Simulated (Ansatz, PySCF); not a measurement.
Te(SMe)(GeH3) (CH6GeSTe), SMILES CS[Te][GeH3]. Atoms are numbered in the order given.

```xyz
10

Te     0.3333     0.3658     0.7834
S      1.6308     0.6219    -1.2451
C      2.0471    -1.0933    -1.6630
H      2.6576    -1.5630    -0.8800
H      2.6357    -1.0379    -2.5919
H      1.1460    -1.6943    -1.8485
Ge    -1.8491     0.0631    -0.5359
H     -1.6663    -1.1004    -1.5259
H     -2.9719    -0.2692     0.4658
H     -2.1752     1.3571    -1.2970
```

Geometry optimised at PBE0-D3(BJ)/def2-SVP. The structure was generated by enumeration, and PubChem lists no compound with its InChIKey, so it may never have been made. The def2 effective core potentials stand for the cores of Te; spin–orbit coupling is left out. Other conformers were not sampled.

Two levels are set side by side: PBE-D3(BJ)/def2-SVP (Ansatz, a program for electronic structure) and PBE0-D3(BJ)/def2-SVP (Ansatz). Each level has its own optimised geometry; the coordinates shown are those of the second. Frequencies come from the Hessian of PySCF at each geometry. Differences are taken from unrounded values.

```csv
quantity,PBE0-D3(BJ)
mean bond length (Å),1.635
bond Te1–S2 (Å),2.422
bond Te1–Ge7 (Å),2.568
bond S2–C3 (Å),1.814
bond C3–H4 (Å),1.098
bond C3–H5 (Å),1.101
bond C3–H6 (Å),1.099
bond Ge7–H8 (Å),1.539
bond Ge7–H9 (Å),1.541
bond Ge7–H10 (Å),1.536
highest harmonic wavenumber (cm⁻¹),3186
mean harmonic wavenumber (cm⁻¹),1147
zero-point energy (kcal/mol),39.34
```

**Question.** What does PBE-D3(BJ) give, and how far is it from PBE0-D3(BJ)? (Estimate from the structure and the level; the computed values follow.)

**Answer.** 
```
quantity                            PBE-D3(BJ)  PBE-D3(BJ) minus PBE0-D3(BJ)
----------------------------------  ----------  ----------------------------
mean bond length (Å)                     1.649                         0.014
bond Te1–S2 (Å)                          2.445                         0.023
bond Te1–Ge7 (Å)                         2.592                         0.024
bond S2–C3 (Å)                           1.830                         0.016
bond C3–H4 (Å)                           1.107                         0.008
bond C3–H5 (Å)                           1.110                         0.009
bond C3–H6 (Å)                           1.107                         0.008
bond Ge7–H8 (Å)                          1.551                         0.013
bond Ge7–H9 (Å)                          1.554                         0.013
bond Ge7–H10 (Å)                         1.549                         0.013
highest harmonic wavenumber (cm⁻¹)        3092                           -94
mean harmonic wavenumber (cm⁻¹)           1104                           -42
zero-point energy (kcal/mol)             37.88                         -1.45
```

Exact exchange shortens and stiffens bonds; PBE has none. Differences between two approximate levels are no errors against the true value.
